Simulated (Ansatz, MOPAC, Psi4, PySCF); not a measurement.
Molecule: HBO, net charge 0, singlet state. SMILES: O[B]
Coordinates optimised at B3LYP-D3(BJ)/def2-TZVP (Ansatz, a first-principles code):
```xyz
3

B     -0.2509    -0.5836    -0.6006
O      0.0479     0.2685     0.3281
H      0.8717     0.7704     0.3784
```
Charge 0, spin multiplicity 1.

Property: vertical ionisation energy to the doublet, in eV. Terms: six Cartesian d functions in 6-31G* and its kin unless marked 5d; UHF or UKS for open shells; no dispersion term unless named; 6-311+G** with 5d; non-relativistic; each state is the SCF solution reached for its charge and spin; spin-orbit terms left out; valence correlation only. CBS marks a two-point X^-3 extrapolation of the correlation energy; Hartree-Fock from the larger set. Ab initio and DFT rows: single points at B3LYP-D3(BJ) geometries (Ansatz). Semi-empirical rows: differences of heats of formation at the shared geometry for vertical values.

Coupled cluster (Ansatz) is a level with limits of its own, used here on species with T1 under 0.025 (0.045 for open shells) and stable references: CCSD(T)/CBS(aug-cc-pVTZ,aug-cc-pVQZ).

Value to compare with, CCSD(T)/CBS(aug-cc-pVTZ,aug-cc-pVQZ) (Ansatz): 9.95 eV.

```tsv
level	program	vertical ionisation energy to the doublet (eV)	difference
PM3	MOPAC	12.17	2.22
MNDO	MOPAC	11.14	1.19
HF/6-311+G**	Ansatz	8.74	-1.21
B3LYP/3-21G	Ansatz	9.66	-0.29
B3LYP/6-31G*	Ansatz	9.57	-0.38
B3LYP/6-311+G**	Ansatz	9.89	-0.06
M06-2X/6-31G* (5d)	PySCF	9.52	-0.43
wB97X-D/6-31G*	Psi4	9.51	-0.44
MP2/6-31G*	Ansatz	9.09	-0.86
M06-2X/def2-TZVPD	PySCF	9.79	-0.16
```

Among the 9 habitual levels, PM3 lies farthest from CCSD(T)/CBS(aug-cc-pVTZ,aug-cc-pVQZ) (Ansatz) (2.22 eV) and B3LYP/6-311+G** nearest (-0.06); 2 of 9 lie above it, and their mean absolute difference is 0.79 eV, the median 0.44. One case shows no general order.

The levels are drawn from those run, B3LYP/6-31G* more often than the rest, none by its result; runs whose electronic state is in doubt are left out.
